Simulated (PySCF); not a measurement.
## Sound and unsound settings

Molecule: `[SiH3]N=C(C)C`, C₃H₉NSi; geometry GFN2-xTB.

Geometry:
| atom | x (Å) | y (Å) | z (Å) |
| --- | --- | --- | --- |
| C1 | -0.988 | -1.097 | 0.576 |
| C2 | -0.404 | 0.274 | 0.370 |
| C3 | -1.389 | 1.402 | 0.479 |
| N4 | 0.796 | 0.526 | 0.115 |
| Si5 | 2.262 | -0.323 | -0.113 |
| H6 | -1.648 | -1.104 | 1.441 |
| H7 | -1.577 | -1.366 | -0.300 |
| H8 | -0.201 | -1.833 | 0.709 |
| H9 | -2.244 | 1.221 | -0.171 |
| H10 | -1.754 | 1.471 | 1.502 |
| H11 | -0.915 | 2.341 | 0.208 |
| H12 | 2.639 | 0.016 | -1.483 |
| H13 | 2.274 | -1.789 | 0.032 |
| H14 | 3.150 | 0.259 | 0.892 |

All runs: PySCF 2.14, non-relativistic, gas phase unless a solvent (IEF-PCM) is named; grid level 2, GIAOs and SCF threshold 1e-9 unless changed. The yardstick, PBE0/pcSseg-1, gives these isotropic shieldings σ (ppm, equivalent atoms averaged): C2 2.9, C3 152.3, C1 159.5, N4 -88.1, Si5 424.1, H12/H13/H14 26.68, H9/H10/H11 29.60.

(1) What do these inputs give? (1) PBE0/6-311G**; conv 1e-08; (2) PBE0/aug-cc-pVDZ; (3) solvent acetonitrile; PBE0/pcSseg-1; guess atom

(2) Comment on the technical settings.

Answers

(1) 
| run | outcome | functions | wall time | C2 | C3 | C1 | N4 | Si5 | H12/H13/H14 | H9/H10/H11 |
| --- | --- | --- | --- | --- | --- | --- | --- | --- | --- | --- |
| 1 | converged | 152 | 8.7 s | 8.3 | 156.1 | 163.4 | -77.9 | 425.6 | 26.79 | 29.95 |
| 2 | converged | 200 | 15 s | 18.1 | 164.8 | 171.9 | -52.9 | 479.7 | 26.60 | 29.63 |
| 3 | converged | 137 | 9.2 s | -4.0 | 151.6 | 159.3 | -65.5 | 423.0 | 26.74 | 29.49 |

Times are on 1 thread of an Intel Xeon 6975P-C, shared host.

(2) 
- Run 3: The medium differs from the yardstick's, which in itself moves the values. The starting guess changes the path of the SCF (10 cycles), not the solution, provided the same state is reached.
